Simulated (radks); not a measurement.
Sc, 21 electrons, occupied as [Ar] 3d2 4s0.5 4p0.5 (fractional occupations, a model configuration). All-electron calculation, scalar-relativistic Kohn-Sham, BLYP, spin-polarised, spherical densities, finite nucleus; open shells are filled with parallel spins first; Fermi nuclear charge, rms radius 3.5459 fm. Program: a radial shooting solver on a logarithmic mesh with Libxc functionals.

Local quantities along the radius. ELF = 1/(1 + alpha^2) is the electron localisation function; alpha = (tau - tau_W)/tau_unif compares the Pauli kinetic energy density with that of the uniform gas (summed over spins). tau is taken from the large components.

```
   r/bohr * ELF (the largest magnitude, 1, reaches the edge; | marks zero)
 0.006456 |                                                      *
 0.008611 |                                                      *
  0.01139 |                                                      *
  0.01508 |                                                      *
  0.02011 |                                                      *
   0.0266 |                                                      *
  0.03548 |                                                      *
  0.04695 |                                                     *
  0.06262 |                                               *
  0.08285 |                             *
   0.1105 |              *
   0.1462 |                  *
    0.195 |                                    *
    0.258 |                                             *
   0.3442 |                                           *
   0.4554 |                  *
   0.6025 |      *
   0.8036 |                                 *
    1.063 |                                             *
    1.418 |                                        *
    1.876 |                    *
    2.503 |       *
    3.311 |            *
    4.416 |                *
    5.843 |            *
    7.794 |    *
    10.31 |*
    13.75 *
```

On this mesh the ELF has minima near r = 0.13, 0.60, 2.5 bohr, which separate the shells, and maxima near 0.30 (0.85), 1.1 (0.84), 4.4 (0.31).

Self-consistent cycle (total energy in hartree, residual of the potential): 1: -764.069799, 2e+00; 2: -764.168128, 1e+00; 3: -764.226260, 2e-01; 4: -764.230300, 6e-02; 5: -764.230756, 2e-03; 6: -764.230752, 1e-03; 7: -764.230751, 3e-04; 8: -764.230751, 2e-04; 9: -764.230751, 9e-05; 10: -764.230751, 1e-05; 11: -764.230751, 5e-06; 12: -764.230751, 2e-06; 13: -764.230751, 2e-06; 14: -764.230751, 3e-07; 15: -764.230751, 2e-07; 16: -764.230751, 2e-07; 17: -764.230751, 2e-08; 18: -764.230751, 5e-09; 19: -764.230751, 7e-09; 20: -764.230751, 2e-09.
